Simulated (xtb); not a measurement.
CrF2O2 (SMILES [O]=[Cr](=[O])([F])[F]), singlet, at a GFN2-xTB geometry (such geometries of metal compounds can be far from the true shape); GFN1-xTB with ALPB(acetone) (xtb 6.7.1).

Input for xtb:
```
$ xtb mol.xyz --gfn 1 --alpb acetone --json

# file mol.xyz
5

Cr     0.05209847    -0.00918190     0.01711959
O      1.23511899    -0.33445517    -0.92728600
O      0.50205912     0.02829272     1.49812372
F     -0.56708148     1.48699299    -0.39379254
F     -1.11600608    -1.19036352    -0.15927100
```

What the program printed (banner, timings and long lists left out):

```
   ID    Z sym.   atoms
    1   24 Cr     1
    2    8 O      2, 3
    3    9 F      4, 5

           -------------------------------------------------
          |                Calculation Setup                |
           -------------------------------------------------

           -------------------------------------------------
          |                 G F N 1 - x T B                 |
           -------------------------------------------------

      * Solvation model:               ALPB
        Solvent                        acetone
        Parameter file                 internal GFN1-xTB/ALPB
        Dielectric constant                2.0700E+01
        Reference state                gsolv [1 M gas/solution]
        Free energy shift                  1.3295E-02 Eh       8.3427E+00 kcal/mol
        Temperature                        2.9815E+02 K
        Density                            7.9000E-01 kg/L
        Solvent mass                       5.8080E+01 g/mol
        Interaction kernel             P16
        Born radius scaling (c1)           2.0185E+00
        Born radii integrator          GBOBC
        Born offset                        0.0000E+00 a0       0.0000E+00 AA
        H-bond correction              true
        Ion screening                  false
        Surface tension                    1.0000E-05 Eh       1.5569E+01 dyn/cm
        Grid points                               230 per atom

          ...................................................
          :                      SETUP                      :
          :.................................................:
          :  # basis functions                  26          :
          :  # atomic orbitals                  25          :
          :  # shells                           11          :
          :  # electrons                        32          :
          :  # halogen bonds                     0          :
          :  max. iterations                   250          :
          :  Hamiltonian                  GFN1-xTB          :
          :  restarted?                      false          :
          :  GBSA solvation                   true          :
          :  PC potential                    false          :
          :  electronic temp.          300.0000000     K    :
          :  accuracy                    1.0000000          :
          :  -> integral cutoff          0.2500000E+02      :
          :  -> integral neglect         0.1000000E-07      :
[...]
         :: total energy             -21.463742556873 Eh    ::
[...]
        16        2.0000           -0.6341431             -17.2559 (HOMO)
        17                         -0.5256526             -14.3037 (LUMO)
        18                         -0.5004071             -13.6168
        19                         -0.4675311             -12.7222
        20                         -0.4371741             -11.8961
        21                         -0.4365558             -11.8793
        22                         -0.2631083              -7.1595
        23                          0.0060958               0.1659
        24                          0.1099372               2.9915
        25                          0.2108627               5.7379
      -------------------------------------------------------------
                  HL-Gap            0.1084905 Eh            2.9522 eV
             Fermi-level           -0.5798978 Eh          -15.7798 eV

  Mulliken/CM5 charges         n(s)   n(p)   n(d)
     1Cr    0.89384  1.53849   0.350  1.114  3.641
     2O    -0.29748 -0.50999   1.701  4.596  0.000
     3O    -0.29748 -0.50999   1.701  4.596  0.000
     4F    -0.14944 -0.25925   1.785  5.364  0.000
     5F    -0.14944 -0.25925   1.785  5.364  0.000

Wiberg/Mayer (AO) data.
largest (>0.10) Wiberg bond orders for each atom

 ---------------------------------------------------------------------------
     #   Z sym  total        # sym  WBO       # sym  WBO       # sym  WBO
 ---------------------------------------------------------------------------
     1  24 Cr   6.916 --     2 O    2.234     3 O    2.234     5 F    1.224
                             4 F    1.224
     2   8 O    2.607 --     1 Cr   2.234     3 O    0.180
     3   8 O    2.607 --     1 Cr   2.234     2 O    0.180
     4   9 F    1.483 --     1 Cr   1.224
     5   9 F    1.483 --     1 Cr   1.224
 ---------------------------------------------------------------------------

Topologies differ in total number of bonds
Writing topology from bond orders to xtbtopo.mol

 dipole moment from electron density (au)
     X       Y       Z
  -1.0359   0.1826  -0.3404  total (Debye):    2.810

           -------------------------------------------------
          | TOTAL ENERGY              -21.463742556873 Eh   |
          | GRADIENT NORM               0.053352381138 Eh/α |
          | HOMO-LUMO GAP               2.952175790006 eV   |
           -------------------------------------------------

normal termination of xtb
```
